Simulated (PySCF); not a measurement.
**Energy of Pb+ (lead, charge +1) between two integer charges**

The 6p alpha orbital of [Xe] 4f14 5d10 6s2 6p1 is emptied in steps (occupation f), with all orbitals relaxed, ending at [Xe] 4f14 5d10 6s2. Computed with PySCF 2.14 in def2-TZVPPD with the def2 core potential (60 electrons), with scalar relativity through the core potential. The exact energy is a straight line in f; departures are measured from the line between the end points of the same method.

| f | UHF (eV) | LDA (eV) | PBE (eV) | PBE0 (eV) | r2SCAN (eV) | LC-wPBE (eV) | BHandHLYP (eV) | wB97X (eV) | TPSS (eV) | M06-2X (eV) |
| --- | --- | --- | --- | --- | --- | --- | --- | --- | --- | --- |
| 1 | 0.000 | 0.000 | 0.000 | 0.000 | 0.000 | 0.000 | 0.000 | 0.000 | 0.000 | 0.000 |
| 0.8 | 0.041 | -0.578 | -0.561 | -0.409 | -0.522 | -0.022 | -0.281 | -0.077 | -0.542 | -0.222 |
| 0.6 | 0.061 | -0.869 | -0.843 | -0.612 | -0.774 | -0.030 | -0.422 | -0.117 | -0.812 | -0.315 |
| 0.4 | 0.061 | -0.870 | -0.843 | -0.610 | -0.760 | -0.025 | -0.422 | -0.117 | -0.810 | -0.310 |
| 0.2 | 0.040 | -0.579 | -0.562 | -0.405 | -0.491 | -0.014 | -0.282 | -0.078 | -0.539 | -0.221 |
| 0 | 0.000 | 0.000 | 0.000 | 0.000 | 0.000 | 0.000 | 0.000 | 0.000 | 0.000 | 0.000 |

For TPSS, how does the orbital energy at f = 1 compare with the removal energy?

−ε = 10.233 eV against a total-energy difference of 13.617 eV. By Janak's theorem ε = ∂E/∂f, so the gap between them reflects the curvature. Along the path −ε is 11.587 (f = 0.8), 12.947 (f = 0.6), 14.302 (f = 0.4), 15.642 (f = 0.2) eV.

| method | E(f=0) − E(f=1) (eV) | −ε at f=1 (eV) | −ε at f=0.4 (eV) |
| --- | --- | --- | --- |
| UHF | 13.202 | 13.463 | 13.148 |
| LDA | 13.916 | 10.315 | 14.641 |
| PBE | 13.707 | 10.208 | 14.409 |
| PBE0 | 13.734 | 11.173 | 14.253 |
| r2SCAN | 13.801 | 10.512 | 14.526 |
| LC-wPBE | 13.834 | 13.683 | 13.876 |
| BHandHLYP | 13.711 | 11.958 | 14.060 |
| wB97X | 13.562 | 13.088 | 13.658 |
| TPSS | 13.617 | 10.233 | 14.302 |
| M06-2X | 13.697 | 12.240 | 13.914 |

Reference removal energy between the ground levels: 15.032 eV (measured; NIST Atomic Spectra Database, ionization energies). The calculation has no spin-orbit coupling. UHF lacks correlation.
